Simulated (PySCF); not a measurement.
**Radial density of Ag⁴⁰⁺ (silver, charge +40)**

UHF, [He] 2s2 2p3, high-spin 4S determinant. Calculation: PySCF 2.14, in an uncontracted even-tempered set (19 s from 17 bohr⁻², ratio 2.2; 12 p from 22 bohr⁻², ratio 2.2; 6 d from 87 bohr⁻², ratio 2.4; 5 f from 130 bohr⁻², ratio 2.4; 4 g from 200 bohr⁻², ratio 2.4); scalar relativity by spin-free X2C-1e.

| r (bohr) | 4πr²ρ (e/bohr) | 4πr²(ρα − ρβ) |
| --- | --- | --- |
| 0.0277 | 52.46 | 4.4316 |
| 0.0467 | 35.04 | 13.9822 |
| 0.0785 | 39.61 | 25.3704 |
| 0.132 | 33.72 | 18.0457 |
| 0.222 | 5.615 | 2.6596 |
| 0.374 | 0.06091 | 0.0282 |

Densities and radii are taken from the X2C orbitals without a picture-change correction, which distorts them close to the nucleus.

Spin-orbit coupling is strong in this species (close to jj coupling), so the high-spin LS determinant is a model state, not a physical level.
